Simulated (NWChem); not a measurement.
Species: CH5AlOS; SMILES [Al]([SH])([CH3])[OH]

```xyz
9

Al     0.0924     0.3579    -0.0001
C     -1.3870     1.6403    -0.0003
H     -2.3570     1.1301    -0.0007
H     -1.3548     2.2915    -0.8828
H     -1.3553     2.2909     0.8827
O      1.7596     0.7713     0.0001
H      2.0553     1.6899    -0.0006
S     -0.2805    -1.8119    -0.0001
H      1.0303    -2.1420     0.0000
```
Atoms are numbered in this order, from 1.

Geometry: optimised at B3LYP/6-31G* (spherical d).

**Question.** Give the principal values of the shielding tensors (ppm) of Al1, C2, O6, S8 from LDA (Slater exchange, VWN5)/pcSseg-1, GIAO (NWChem), with their diamagnetic and paramagnetic parts as GIAO splits them.

**Answer.** 
```
atom    σ11    σ22    σ33  isotropic  diamagnetic  paramagnetic
----  -----  -----  -----  ---------  -----------  ------------
Al1   272.4  304.4  396.1      324.3        798.1        -473.8
C2    188.1  194.3  200.3      194.2        253.4         -59.2
O6    177.5  274.2  299.8      250.5        388.4        -137.9
S8    580.5  699.3  847.5      709.1       1058.0        -349.0
```
